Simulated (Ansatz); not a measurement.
The cluster Ca4Se3, relaxed as a singlet with RKS PBE-D4/def2-SVP in Ansatz, starting from the GFN1-xTB geometry. Force threshold 0.02 eV/Å.

The structure comes from a short search, and lower isomers may exist.

Start:

Cartesian coordinates in Å:
```
Ca -1.844 2.141 0.667
Ca 1.832 -0.229 -0.312
Ca -0.714 -0.655 1.897
Ca -0.813 -0.731 -2.464
Se -0.424 -2.171 -0.339
Se 1.714 0.153 2.249
Se 0.249 1.492 -1.697
```

Q: Estimate the energy that the relaxation releases and the steps that it takes.

A: 199.5 kJ/mol, in 9 steps; 44 s on 4 threads of Arm Neoverse V1 on a shared host. No frequencies were taken in this run, so the end may be a saddle point.

Q: Does the start keep its bonding?

A: Bonds formed: Ca1–Se6 (atoms count from 1). Metal–metal contacts that move far: Ca1–Ca2 4.48 to 3.64 Å, Ca1–Ca4 4.37 to 3.61 Å, Ca3–Ca4 4.36 to 3.61 Å. The end is the same structure that another start reached, the lowest one found.

Q: Predict the relaxed structure.

A: 
```xyz
7

Ca   -0.8113    2.1388    0.5677
Ca    1.8407   -0.1873   -0.3164
Ca   -0.9558   -1.2675    1.7431
Ca   -1.4826   -0.5417   -1.7529
Se    0.1526   -2.4146   -0.5255
Se    0.9361    0.7125    2.1807
Se    0.3203    1.5599   -1.8966
```
Bond lengths (bridged metal pairs left out): 9 × Ca–Se 2.77 to 2.80 Å.
